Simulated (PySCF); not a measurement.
One of the candidates below gave these computed data.

All candidates are C4H12SSi.

* Rotational structure: rotational constants A, B, C: 4.123, 1.192, 1.020 GHz [GFN2-xTB]
* Triplet: lowest triplet excitation (Tamm–Dancoff): 5.08 eV [TDA PBE0/def2-SVPD]
* Dipole: 1.65 D [PBE0/def2-SVPD]
* UV, strongest line: among the 6 lowest singlet transitions: S6 at 7.00 eV (177 nm, f = 0.014) [TDDFT PBE0/def2-SVPD]
* 13C NMR: chemical shifts (computed TMS as zero) by class: 49.2 (1 C), 38.5 (1 C), 24.0 (2 C) ppm [GIAO PBE0/pcSseg-1]
* Polarisability: 98.1 au [PBE0/def2-SVPD]

Gas-phase values; electronic properties from PySCF, density fitting. Levels stand in brackets. Geometry: GFN2-xTB, one conformer, isolated molecule. NMR classes are plain means over equivalent atoms (diastereotopic ones count apart unless rotation or inversion swaps them), as if these changed places fast.

Question: Which candidate is it?
A. `CCSC[SiH2]C`
B. `CC(C)CS[SiH3]`
C. `CSCCC[SiH3]`

Answer: B. It is `CC(C)CS[SiH3]`. Numbering: `[CH3:1][CH:2]([CH3:3])[CH2:4][S:5][SiH3:6]`. Its formula, C4H12SSi, gives 0 degrees of unsaturation, so no ring and no π bond. 4 carbons fall into 3 classes; from least to most shielded: sp3 carbon bound to sulfur [C4] (49.2 ppm), sp3 CH carbon [C2] (38.5 ppm), methyl carbon [C1/C3] (24.0 ppm, 2 C). The optimised geometry has point group C1 and is an asymmetric top.

The others, at the same levels:
- `CSCCC[SiH3]` fails: it has 4 carbon classes against 3; its computed 13C shifts are 45.0 (1 C), 31.6 (1 C), 20.4 (1 C), 12.0 (1 C) ppm, rotational constant A is 6.176 GHz (against 4.123 GHz) and smallest rotational constant is 0.692 GHz (against 1.020 GHz).
- `CCSC[SiH2]C` fails: it has 4 carbon classes against 3; its computed 13C shifts are 38.7 (1 C), 18.9 (1 C), 16.5 (1 C), -7.7 (1 C) ppm, rotational constant A is 4.884 GHz (against 4.123 GHz) and smallest rotational constant is 0.943 GHz (against 1.020 GHz).

Each candidate is one conformer, not necessarily the lowest. Dipoles, sizes and rotational constants follow the conformer. The torsions of the flexible species, by atom-mapped SMILES:
- `[CH3:1][CH:2]([CH3:3])[CH2:4][S:5][SiH3:6]`: C1–C2–C4–S5 73°, C2–C4–S5–Si6 -94°
- `[CH3:1][S:2][CH2:3][CH2:4][CH2:5][SiH3:6]`: C1–S2–C3–C4 -72°, S2–C3–C4–C5 -175°, C3–C4–C5–Si6 180°
- `[CH3:1][CH2:2][S:3][CH2:4][SiH2:5][CH3:6]`: C1–C2–S3–C4 73°, C2–S3–C4–Si5 170°, S3–C4–Si5–C6 60°
